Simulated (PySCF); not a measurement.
Ge(H)(Me)2(OH) (C2H8GeO), SMILES [CH3][GeH]([CH3])[OH].

Geometry optimised at B3LYP-D3(BJ)/def2-SVP. One conformer was computed; it need not be the lowest.

Level of theory: B3LYP/def2-TZVP (PySCF).

Symmetry labels are those of the subgroup Cs that the program uses (full group Cs).

Computed valence orbital energies around the gap with their symmetry:
| orbital | symmetry | energy (eV) |
|---|---|---|
| HOMO−7 | A' | -11.46 |
| HOMO−6 | A' | -11.20 |
| HOMO−5 | A" | -11.02 |
| HOMO−4 | A" | -10.98 |
| HOMO−3 | A' | -9.37 |
| HOMO−2 | A" | -9.11 |
| HOMO−1 | A' | -8.38 |
| HOMO | A" | -7.63 |
| LUMO | A' | 0.32 |
| LUMO+1 | A' | 0.95 |
| LUMO+2 | A" | 1.29 |
| LUMO+3 | A' | 1.75 |
